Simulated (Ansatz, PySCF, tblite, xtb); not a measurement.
Dissociation curve of GeLi (anion, charge -1), lowest singlet found (which spin is the ground state isn't settled by this scan).

Computed with: GFN2-xTB, 300 K electronic temperature (tblite); RKS-B3LYP/6-31G* = restricted B3LYP/6-31G*, spherical d in PySCF; GFN1-xTB (xtb); FCI = full CI/aug-cc-pVDZ, cores with 3d frozen run with Ansatz (an electronic-structure program).

Energies relative to the lowest point of each curve between 2.15 and 3.12 Å, where full CI is lowest, in mEh; the last columns give the difference from FCI:

```json
[
 {"R / Å": "1.78", "GFN2-xTB": "66.0", "RKS-B3LYP/6-31G*": "79.3", "GFN1-xTB": "101.3", "FCI": "81.2", "GFN2-xTB − FCI": "-15.2", "RKS-B3LYP/6-31G* − FCI": "-1.8", "GFN1-xTB − FCI": "20.1"},
 {"R / Å": "1.93", "GFN2-xTB": "15.6", "RKS-B3LYP/6-31G*": "60.7", "GFN1-xTB": "35.7", "FCI": "49.3", "GFN2-xTB − FCI": "-33.7", "RKS-B3LYP/6-31G* − FCI": "11.4", "GFN1-xTB − FCI": "-13.6"},
 {"R / Å": "2.04", "GFN2-xTB": "2.0", "RKS-B3LYP/6-31G*": "53.9", "GFN1-xTB": "13.6", "FCI": "30.6", "GFN2-xTB − FCI": "-28.6", "RKS-B3LYP/6-31G* − FCI": "23.3", "GFN1-xTB − FCI": "-17.0"},
 {"R / Å": "2.15", "GFN2-xTB": "0.0", "RKS-B3LYP/6-31G*": "51.0", "GFN1-xTB": "3.4", "FCI": "17.7", "GFN2-xTB − FCI": "-17.7", "RKS-B3LYP/6-31G* − FCI": "33.3", "GFN1-xTB − FCI": "-14.3"},
 {"R / Å": "2.27", "GFN2-xTB": "5.9", "RKS-B3LYP/6-31G*": "5.7", "GFN1-xTB": "0.0", "FCI": "8.6", "GFN2-xTB − FCI": "-2.8", "RKS-B3LYP/6-31G* − FCI": "-2.9", "GFN1-xTB − FCI": "-8.6"},
 {"R / Å": "2.36", "GFN2-xTB": "26.1", "RKS-B3LYP/6-31G*": "2.3", "GFN1-xTB": "0.5", "FCI": "4.4", "GFN2-xTB − FCI": "21.8", "RKS-B3LYP/6-31G* − FCI": "-2.1", "GFN1-xTB − FCI": "-3.8"},
 {"R / Å": "2.45", "GFN2-xTB": "27.5", "RKS-B3LYP/6-31G*": "0.5", "GFN1-xTB": "2.6", "FCI": "1.7", "GFN2-xTB − FCI": "25.8", "RKS-B3LYP/6-31G* − FCI": "-1.2", "GFN1-xTB − FCI": "0.9"},
 {"R / Å": "2.49", "GFN2-xTB": "28.6", "RKS-B3LYP/6-31G*": "0.1", "GFN1-xTB": "3.9", "FCI": "1.0", "GFN2-xTB − FCI": "27.6", "RKS-B3LYP/6-31G* − FCI": "-0.9", "GFN1-xTB − FCI": "3.0"},
 {"R / Å": "2.58", "GFN2-xTB": "31.5", "RKS-B3LYP/6-31G*": "0.0", "GFN1-xTB": "7.3", "FCI": "0.1", "GFN2-xTB − FCI": "31.5", "RKS-B3LYP/6-31G* − FCI": "-0.1", "GFN1-xTB − FCI": "7.3"},
 {"R / Å": "2.66", "GFN2-xTB": "34.7", "RKS-B3LYP/6-31G*": "0.6", "GFN1-xTB": "10.8", "FCI": "0.0", "GFN2-xTB − FCI": "34.7", "RKS-B3LYP/6-31G* − FCI": "0.6", "GFN1-xTB − FCI": "10.8"},
 {"R / Å": "2.82", "GFN2-xTB": "41.7", "RKS-B3LYP/6-31G*": "3.1", "GFN1-xTB": "18.5", "FCI": "1.3", "GFN2-xTB − FCI": "40.4", "RKS-B3LYP/6-31G* − FCI": "1.8", "GFN1-xTB − FCI": "17.2"},
 {"R / Å": "2.93", "GFN2-xTB": "46.5", "RKS-B3LYP/6-31G*": "5.5", "GFN1-xTB": "24.0", "FCI": "2.9", "GFN2-xTB − FCI": "43.6", "RKS-B3LYP/6-31G* − FCI": "2.6", "GFN1-xTB − FCI": "21.0"},
 {"R / Å": "3.12", "GFN2-xTB": "54.0", "RKS-B3LYP/6-31G*": "10.3", "GFN1-xTB": "33.6", "FCI": "6.6", "GFN2-xTB − FCI": "47.4", "RKS-B3LYP/6-31G* − FCI": "3.7", "GFN1-xTB − FCI": "27.0"},
 {"R / Å": "3.37", "GFN2-xTB": "63.8", "RKS-B3LYP/6-31G*": "16.8", "GFN1-xTB": "46.2", "FCI": "12.0", "GFN2-xTB − FCI": "51.8", "RKS-B3LYP/6-31G* − FCI": "4.9", "GFN1-xTB − FCI": "34.2"},
 {"R / Å": "3.64", "GFN2-xTB": "72.5", "RKS-B3LYP/6-31G*": "23.5", "GFN1-xTB": "59.2", "FCI": "17.8", "GFN2-xTB − FCI": "54.7", "RKS-B3LYP/6-31G* − FCI": "5.7", "GFN1-xTB − FCI": "41.4"},
 {"R / Å": "3.97", "GFN2-xTB": "79.6", "RKS-B3LYP/6-31G*": "30.5", "GFN1-xTB": "74.0", "FCI": "24.3", "GFN2-xTB − FCI": "55.3", "RKS-B3LYP/6-31G* − FCI": "6.2", "GFN1-xTB − FCI": "49.8"},
 {"R / Å": "4.38", "GFN2-xTB": "85.0", "RKS-B3LYP/6-31G*": "37.4", "GFN1-xTB": "—", "FCI": "31.1", "GFN2-xTB − FCI": "53.9", "RKS-B3LYP/6-31G* − FCI": "6.3", "GFN1-xTB − FCI": "—"},
 {"R / Å": "4.89", "GFN2-xTB": "89.2", "RKS-B3LYP/6-31G*": "43.5", "GFN1-xTB": "—", "FCI": "37.6", "GFN2-xTB − FCI": "51.6", "RKS-B3LYP/6-31G* − FCI": "5.8", "GFN1-xTB − FCI": "—"},
 {"R / Å": "5.41", "GFN2-xTB": "91.8", "RKS-B3LYP/6-31G*": "47.6", "GFN1-xTB": "—", "FCI": "42.4", "GFN2-xTB − FCI": "49.4", "RKS-B3LYP/6-31G* − FCI": "5.2", "GFN1-xTB − FCI": "—"}
]
```

GFN2-xTB is furthest from FCI at 3.97 (55.3 mEh, above); its mean absolute difference over the points is 36.2 mEh.

RKS-B3LYP/6-31G* is furthest from FCI at 2.15 (33.3 mEh, above); its mean absolute difference over the points is 6.3 mEh.

GFN1-xTB is furthest from FCI at 3.97 (49.8 mEh, above); its mean absolute difference over the points is 18.1 mEh.

Dashes: no converged value, or the column stops at the first point that the program doubted or that broke a chosen test of continuity, which isn't proof of a fault.

The scan ran from 1.78 to 8.37 Å; beyond the distances shown full CI changes its symmetry label. Where the anion isn't bound against loss of the electron, the finite basis alone holds it. The restricted form behind RKS-B3LYP/6-31G* keeps the bonding electrons paired and can't separate into open-shell fragments. Also computed but left out beside FCI, since their determinant holds another spin at the minimum (<S²> over 0.7 above the pure value): UHF, UMP2, UCCSD, UCCSD(T), UCCSDT, UCCSDT(Q), UKS-B3LYP, UKS-PBE, UKS-B3LYP/6-31G*, UKS-B3LYP/3-21G, UMP2/6-31G*, UHF/LANL2DZ.
